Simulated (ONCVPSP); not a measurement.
**Reading a pseudo-wave (Ag (Z = 47))**

Columns: radius, all-electron u(r) and pseudo u(r) of the 4p shell (level -62.51 eV) of silver in the configuration [Ar] 3d10 4s2 4p6 4d10 5s0.5; PBE, scalar-relativistic, ONCV scheme, ONCVPSP 4.0.1.

```
r (bohr)  all-electron  pseudo
   0.088        0.3572  0.0303
   0.175       -0.2791  0.1158
   0.262       -0.6163  0.2463
   0.350       -0.4445  0.4085
   0.438       -0.0278  0.5823
   0.525        0.4040  0.7470
   0.612        0.7506  0.8888
   0.700        0.9838  0.9969
   0.788        1.1072  1.0630
   0.875        1.1430  1.0858
   0.962        1.1180  1.0698
   1.050        1.0533  1.0212
   1.138        0.9663  0.9490
   1.225        0.8705  0.8632
   1.312        0.7732  0.7712
   1.400        0.6783  0.6784
   1.487        0.5910  0.5913
   1.575        0.5106  0.5107
   1.662        0.4396  0.4395
   1.750        0.3761  0.3760
   1.838        0.3206  0.3206
   1.925        0.2731  0.2730
   2.012        0.2320  0.2320
   2.100        0.1963  0.1963
   2.188        0.1659  0.1658
   2.275        0.1402  0.1402
```

(1) How many radial nodes do the two functions have?

(2) At about which radius was the pseudo-wave matched?

(3) Where does each function peak?

(4) Is the pseudo-wave norm-conserving?

Answers

(1) The all-electron 4p function has n − l − 1 = 2; the pseudo-wave has 0, since the states of the same l below it are removed with the core.

(2) 1.70 bohr. The columns agree to 0.0005 from 1.40 bohr on; several derivatives are matched, so the curves merge somewhat inside the radius.

(3) Outermost all-electron maximum near 0.88 bohr, pseudo maximum near 0.88 bohr (to the table’s step).

(4) Yes: the ONCV scheme keeps the norm inside the radius equal to the all-electron one, which fixes the energy derivative of the logarithmic derivative at the level.
